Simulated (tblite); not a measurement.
Compound: C7H11PS.
Z-matrix (Å and degrees, GFN2-xTB geometry), rows numbered from 1:
```
C 
C   1  1.5198
P   2  1.8485  1  113.64
S   3  1.9422  2  114.59  1  -177.65
C   3  1.8142  2  107.42  1   -46.64
C   5  1.3373  3  109.26  2   113.15
C   6  1.4621  5  115.52  3    -3.19
C   7  1.4893  6  120.00  5  -179.74
C   7  1.3433  6  113.94  5     0.02
H   1  1.0881  2  110.58  3   -59.09
H   1  1.0880  2  110.70  3    60.85
H   1  1.0882  2  110.11  3  -179.12
H   2  1.0950  1  111.57  3   119.54
H   2  1.0948  1  111.75  3  -120.06
H   5  1.0766  3  124.12  2   -72.19
H   6  1.0796  5  124.45  3   176.57
H   8  1.0894  7  109.91  6   -57.14
H   8  1.0868  7  111.14  6  -177.87
H   8  1.0900  7  110.03  6    61.30
H   9  1.0768  3  123.70  2    72.46
```

Calculated harmonic vibrations of the isolated species, GFN2-xTB (tblite), most abundant isotopes, no scaling. Errors from tens to a few hundred cm⁻¹ against measured bands are possible. One conformer, not necessarily the lowest.

Harmonic wavenumbers (cm⁻¹): 59.1, 68.0, 111.1, 127.1, 137.5, 158.8, 216.6, 251.1, 284.4, 326.2, 389.9, 425.3, 513.0, 574.0, 675.6, 713.4, 729.4, 751.1, 772.3, 791.4, 817.6, 885.7, 900.7, 969.4, 998.8, 1006.4, 1021.2, 1072.2, 1075.1, 1103.4, 1200.9, 1209.9, 1238.2, 1316.3, 1396.1, 1404.6, 1428.5, 1467.9, 1469.9, 1488.3, 1493.6, 1548.8, 1631.6, 2928.7, 2939.7, 3003.1, 3018.2, 3027.8, 3030.2, 3037.2, 3051.4, 3080.8, 3101.6, 3104.5.

A = 1572, B = 971.5, C = 754.8 MHz; mass 158.032 u (most abundant isotopes); point group C1, symmetry number 1.

Question: Zero-point energy?

Answer: Half the sum of the wavenumbers: 34772 cm⁻¹ = 99.42 kcal/mol.

Question: Entropy at 500 K, 1 bar (ideal gas, RRHO, classical rotation)?

Answer: Translation 43.68, rotation 31.55, vibration 55.04: S = 130.3 cal/(mol K).

Question: And Cp and H(500 K) − H(0)?

Answer: Cp = 61.04 cal/(mol K), of which vibrations give 53.09 (their classical limit is 54 R = 107.3); H(500 K) − H(0) = 18.03 kcal/mol without the zero-point energy, 14.06 from vibrations.

Question: Which modes carry the vibrational entropy at 500 K?

Answer: 59.1 cm⁻¹: 5.51; 68.0 cm⁻¹: 5.23; 111.1 cm⁻¹: 4.26; 127.1 cm⁻¹: 4.00; 137.5 cm⁻¹: 3.84; 158.8 cm⁻¹: 3.56 cal/(mol K); the other 48 give 28.64 together.

Question: How do the functions run with temperature in this model?

Answer: 
| T (K) | S (cal/(mol K)) | Cp (cal/(mol K)) | H − H(0) (kcal/mol) | G − H(0) (kcal/mol) | ln q(vib) |
| --- | --- | --- | --- | --- | --- |
| 150 | 81.3 | 26.0 | 2.55 | -9.64 | 3.30 |
| 250 | 97.0 | 36.5 | 5.67 | -18.58 | 6.31 |
| 298.15 | 103.9 | 41.7 | 7.55 | -23.41 | 7.73 |
| 400 | 117.6 | 52.3 | 12.35 | -34.70 | 10.69 |
| 600 | 142.1 | 68.2 | 24.51 | -60.73 | 16.35 |
| 900 | 172.9 | 83.4 | 47.45 | -108.12 | 24.25 |

q(vib) and H(0) count from the zero-point level.

Hindered rotation and anharmonicity are outside this model. Other conformers, if any are populated, would add a mixing term that is left out. The structure is chiral; the term R ln 2 for an equal mix with its mirror image is left out.
